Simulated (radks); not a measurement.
Values are calculated unless marked as measured or tabulated.
Problem. All-electron atom: Br2+ in [Ar] 3d9 4s2 4p4 (not the ground configuration). Code: a radial shooting solver on a logarithmic mesh with Libxc functionals. Model: scalar-relativistic Kohn-Sham, PBE, spin-polarised, spherical densities, finite nucleus; open shells are filled with parallel spins first; Fermi nuclear charge, rms radius 4.1629 fm. Some entries of the table are withheld. Estimate them.

orbital  occ.  eigenvalue (hartree)  r(max) (bohr)  <r> (bohr)
1s up       1             -490.9183        0.02792     0.04275
1s down     1             -490.9118        0.02792     0.04275
2s up       1             -65.25429         0.1592      0.1896
2s down     1             -65.21137         0.1592      0.1895
2p up       3             -57.73170         0.1275      0.1655
2p down     3             -57.69623         0.1274      0.1654
3s up       1             -10.16600         0.4820      0.5465
3s down     1             -10.09863         0.4823      0.5470
3p up       3              -7.78444         0.4783      0.5569
3p down     3              -7.71650         0.4787      0.5575
3d up       5              -3.85531         0.4250      0.5706
3d down     4              -3.78299         0.4258      0.5713
4s up       1              -1.68925            (1)       1.531
4s down     1              -1.60586            (2)       1.537
4p up       3                   (3)          1.513       1.757
4p down     1                   (4)          1.517       1.781

Solution. 
(1) 4s up r(max) (bohr): 1.349
(2) 4s down r(max) (bohr): 1.346
(3) 4p up eigenvalue (hartree): -1.15652
(4) 4p down eigenvalue (hartree): -1.07681
